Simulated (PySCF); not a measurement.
## First hyperpolarisability: `C#CC#CC(F)(F)F`, C$_{5}$HF$_{3}$

Cartesian coordinates in Å; atom numbers follow the order of the lines, from 1:
```xyz
9

C     3.1537   -0.0334   -0.6356
C     1.9649   -0.0217   -0.3823
C     0.6254   -0.0085   -0.0952
C    -0.5613    0.0028    0.1634
C    -1.9948    0.0225    0.4753
F    -2.2379    0.7658    1.5531
F    -2.4496   -1.2062    0.7160
F    -2.6956    0.5285   -0.5382
H     4.2054   -0.0439   -0.8588
```

The calculation used quadratic response PBE0/def2-SVPD first hyperpolarisability, Taylor convention, gas phase in PySCF. Geometry: PBE0-D3(BJ)/def2-SVP.

**Question.** Give β for the processes computed.

**Answer.** In au, Taylor convention; the vector part is βᵢ = ⅓ Σⱼ (βᵢⱼⱼ + βⱼᵢⱼ + βⱼⱼᵢ); β∥ is 3/5 of the vector part along the dipole, the dipole points from − to +:
| process | λ (nm) | β vector norm | β∥ | β HRS | depolarisation ratio |
| --- | --- | --- | --- | --- | --- |
| static β(0;0,0) | ∞ | 110.9 | -66.5 | 42.1 | 7.14 |
| second harmonic β(−2ω;ω,ω) | 1064 | 117.2 | -70.3 | 44.9 | 6.61 |
| Pockels β(−ω;ω,0) | 1064 | 112.9 | -67.8 | – | – |

**Question.** Which lowest excitations, dipole and polarisabilities go with it?

**Answer.** S1 4.62 eV (f = 0.000); S2 4.83 eV (f = 0.000); S3 4.83 eV (f = 0.000); dipole 2.88 D; isotropic α 65.7 au static, 66.5 au at 1064 nm, 69.1 au at 532 nm.
